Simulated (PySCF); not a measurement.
## I: interval between two levels

I [Kr] 4d10 5s2 5p5 [2P3/2, M_J = 3/2] → I [Kr] 4d10 5s2 5p4 6s1 [4P5/2, M_J = 5/2], as a difference of total energies. Calculation: PySCF 2.14, in x2c-SVPall-2c with one added diffuse shell each of s, p type (7s9p4d, 54 functions); the two-component X2C-1e Hamiltonian. Correlated levels: [Ar] 3d10 frozen; the 6 highest virtual spinors dropped. "Screened" scales the spin-orbit matrix elements by Boettger's factors to mimic the two-electron term; Breit and QED terms are absent.

```csv
method,interval between two levels (cm⁻¹)
GHF (spin-free),53762
GMP2 (spin-free),55602
GHF (screened spin-orbit),52492
GMP2 (screened spin-orbit),54479
```

The labels give the starting determinants; with spin-orbit coupling the two ends relaxed to ⟨J²⟩ = 3.76, ⟨L²⟩ = 2.03, ⟨S²⟩ = 0.78 and ⟨J²⟩ = 8.77, ⟨L²⟩ = 2.32, ⟨S²⟩ = 3.56.

The promoted electron is Rydberg-like, and one or two diffuse shells describe it only roughly, which tends to raise the upper state.
